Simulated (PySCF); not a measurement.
# Xe(2+): ionisation energy

Xe(2+) [Kr] 4d10 5s2 5p4 (3P) → Xe(3+) [Kr] 4d10 5s2 5p3 (4S), as a difference of total energies. Calculation: PySCF 2.14, in dyall-av2z (22s16p12d, 130 functions); no relativity, point nucleus. Correlated levels: valence: [Kr] 4d10 frozen; virtual orbitals above 40 to 60 times the deepest correlated orbital energy dropped. The calculations carry no spin-orbit coupling.

```json
{"method": "UHF", "ionisation energy (eV)": "29.121"}
{"method": "LDA", "ionisation energy (eV)": "30.623"}
{"method": "PBE", "ionisation energy (eV)": "30.269"}
{"method": "PBE0", "ionisation energy (eV)": "30.282"}
{"method": "r2SCAN", "ionisation energy (eV)": "30.276"}
{"method": "revPBE", "ionisation energy (eV)": "30.169"}
{"method": "HSE06", "ionisation energy (eV)": "30.334"}
{"method": "r2SCAN0", "ionisation energy (eV)": "30.289"}
{"method": "ROHF", "ionisation energy (eV)": "29.046"}
{"method": "MP2 (valence)", "ionisation energy (eV)": "29.493"}
{"method": "SCS-MP2 (valence)", "ionisation energy (eV)": "29.511"}
```

**Question.** How much does correlation contribute at MP2 (valence)?

**Answer.** 29.493 − (29.121) = 0.372 eV, measured against UHF.

A first-order spin-orbit estimate (lowest level to lowest level, LS coupling) adds 0.361 eV.

These non-relativistic numbers lack the scalar-relativistic shift.

For comparison: 31.05 ± 0.04 eV (semi-empirical (NIST evaluation); NIST Atomic Spectra Database, ionization energies).
